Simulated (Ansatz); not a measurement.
A run of Ansatz (development build ahead of 0.2.0) on quartet TiBr at this shape:

```
atom   x (Å)   y (Å)   z (Å)
  Ti  0.0000  0.0000  0.0000
  Br  0.0000  0.0000  3.2500
```

Its results:

```yaml
Converged: yes
Total_energy: -3423.11764 hartree
Spin_squared_of_the_determinant: 3.765
Stability_test: minimum
```

Which input gives this output? Name the method, the orbitals and the basis set, and write the input.

PBE0 (unrestricted) in pcseg-2.

```yaml
crystal:
  periodic: [false, false, false]
  atoms:
    - { symbol: Ti, position_ang: [0.0, 0.0, 0.0] }
    - { symbol: Br, position_ang: [0.0, 0.0, 3.25] }
basis:
  gaussian: { orbitals: pcseg-2 }
magnetization:
  spin_polarized: true
  initial_magnetization: 3
hamiltonian:
  xc: pbe0
```

Caution: other spin multiplicities were not run.
